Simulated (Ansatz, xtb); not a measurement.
# CH4BeGe: which of two spin states lies lower

Structure X: `[BeH][Ge][CH3]`, a triplet. Structure Y: `[BeH][Ge][CH3]`, a singlet. Both are isolated molecules in the gas phase, relaxed with PBE0-D4/def2-TZVP.

Question: Estimate which is lower in electronic energy at CCSD(T)/def2-TZVPP, and by roughly how much.

Answer: Too close to call at this level: CCSD(T)/def2-TZVPP gives E(Y) − E(X) = −3.21 kJ/mol.

Level by level:

```csv
level,geometry,E(Y) − E(X) (kJ/mol),departure from the last row (kJ/mol),"job, with rough time for the two"
PBE0-D4/def2-TZVP,PBE0-D4/def2-TZVP,+8.47,+11.68,"optimisation, 50 s"
HF/def2-TZVPP,PBE0-D4/def2-TZVP,+46.04,+49.26,part of the CCSD(T) run
MP2/def2-TZVPP,PBE0-D4/def2-TZVP,+6.74,+9.96,part of the CCSD(T) run
CCSD(T)/def2-TZVPP,PBE0-D4/def2-TZVP,−3.21,,"single point, 2.5 min"
```

The largest departure from CCSD(T)/def2-TZVPP is that of HF/def2-TZVPP, 49.26 kJ/mol. Levels run at GFN2-xTB geometries aren't shown.

With harmonic frequencies from PBE0-D4/def2-TZVP (ideal gas, rigid rotor, one conformer each, 298.15 K, 1 atm): on the last row, ΔE + ΔZPE = −6.09 kJ/mol. A mode under 50 cm⁻¹ makes harmonic enthalpies and free energies unreliable, so none is given.

Open shells are spin-unrestricted. The correlated steps freeze 10 core orbitals; the filled d shell of Ge is correlated; the last core shell of Be is correlated, in a basis made for valence electrons. ΔG holds the spin degeneracy. Codes used: Ansatz 0.2.0; the last row on 2 threads of Arm Neoverse V1 on a shared host.
